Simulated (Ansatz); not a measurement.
Coupled-cluster run, BBrFH₃Si, SMILES `B[SiH](F)Br`.

```yaml
crystal:
  periodic: [false, false, false]
  atoms:
    - {symbol: B, position_ang: [-0.191983, 0.793005, 0.791053]}
    - {symbol: Si, position_ang: [0.484821, -0.343885, -0.642668]}
    - {symbol: F, position_ang: [0.277733, 0.053488, -2.169580]}
    - {symbol: Br, position_ang: [-1.300794, -1.521816, 0.104998]}
    - {symbol: H, position_ang: [0.170005, 0.587708, 1.908654]}
    - {symbol: H, position_ang: [-1.052326, 1.583190, 0.554062]}
    - {symbol: H, position_ang: [1.673844, -1.219790, -0.592217]}
basis:
  gaussian: {orbitals: def2-TZVPP}
correlation: {method: ccsd_t}
output: {orbitals: {seedname: orbitals}}
```

```sh
$ ansatz run in.yaml --threads 2 --pin off --events-out ev --progress --plain --max-ram 4352MiB
```

Output of Ansatz, abridged:

```
Functional definition: HF
1199 factors; integrals over basis functions are off by at most 8.6e-4 eV
mean field evaluation 1: about -81287.9701 eV, gradient 2.8e1 eV
mean field evaluation 2: about -81288.1887 eV, gradient 2.9e1 eV
mean field evaluation 4: about -81290.1518 eV, gradient 2.9e0 eV
mean field evaluation 8: about -81290.1996 eV, gradient 2.1e-1 eV
mean field -81290.20003432 eV, -2987.3597507846 hartree, gradient 5.9e-6 eV, S^2 0.000000; 0 other end points of the search recorded, 0 dependent functions left out
16 core orbitals not correlated: weight in the atoms' cores, before any rotation towards them, 1.000 or more for the frozen orbitals, at most 0.000 for the correlated occupied ones
reference -81290.20003432 eV, -2987.3597507846 hartree; 17, 17 occupied and 161, 161 virtual orbitals, 1199 factors
second order -20.30012896 eV of doubles, -0.00000000 eV of singles
cycle   1  -20.55789980 eV  change   -2.6e-1 eV  update   9.7e-2
cycle   2  -21.03844765 eV  change   -4.8e-1 eV  update   2.9e-2
cycle   3  -21.14312177 eV  change   -1.0e-1 eV  update   1.6e-2
cycle   4  -21.12494229 eV  change    1.8e-2 eV  update   4.2e-3
cycle   5  -21.12384111 eV  change    1.1e-3 eV  update   2.0e-3
cycle   6  -21.12482453 eV  change   -9.8e-4 eV  update   7.0e-4
cycle   7  -21.12433574 eV  change    4.9e-4 eV  update   2.8e-4
cycle   8  -21.12434431 eV  change   -8.6e-6 eV  update   1.1e-4
cycle   9  -21.12442825 eV  change   -8.4e-5 eV  update   4.5e-5
cycle  10  -21.12441610 eV  change    1.2e-5 eV  update   2.0e-5
perturbative correction -0.71419077 eV, -0.0262460268 hartree
Total energy: -81312.03864119 eV, -2988.1623047844 hartree
```

It took 120 s on 2 threads of an Arm Neoverse V1 on a shared host, with 2.2 GiB of host memory at the peak.

Correlation energy per correlated electron: -0.642 eV. T1 diagnostic: 0.0112.
